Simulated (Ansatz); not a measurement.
The cluster Be₄⁺. Charge 1, multiplicity 4. Geometry PBE/def2-TZVP; atoms count from 1.

```xyz
4

Be    0.585   -0.747    0.143
Be    0.502    0.041   -1.843
Be   -0.502   -0.041    1.843
Be   -0.585    0.747   -0.143
```

At PBE0/def2-TZVP a doublet of charge 1 lies 0.39 eV below the quartet, each at its own geometry. The structure comes from a short search, and lower isomers may exist.

(1) Estimate the Mulliken populations from the PBE0/def2-TZVP orbitals of Ansatz.

(2) Where does the spin sit?

(3) And the Mayer bond orders between bonded heavy atoms (over 0.3)?

Answers

(1) 
```
atom  charge (e)  spin (α − β)
 Be1        0.21          0.80
 Be2        0.29          0.70
 Be3        0.29          0.70
 Be4        0.21          0.80
```
Mulliken values and Mayer orders depend strongly on the basis.

(2) Summed by element: Be 3.00, of 3 unpaired in all. Largest on single atoms: Be1 0.80, Be4 0.80, Be2 0.70.

(3) Be1–Be2 0.72 (2.14 Å); Be1–Be3 0.72 (2.14 Å); Be1–Be4 0.88 (1.92 Å); Be2–Be4 0.72 (2.14 Å); Be3–Be4 0.72 (2.14 Å). Values over 0.3 also appear between atoms too far apart for a bond (Be2–Be3 0.35 at 3.82 Å); they arise where an orbital or an unpaired electron spreads over both atoms.
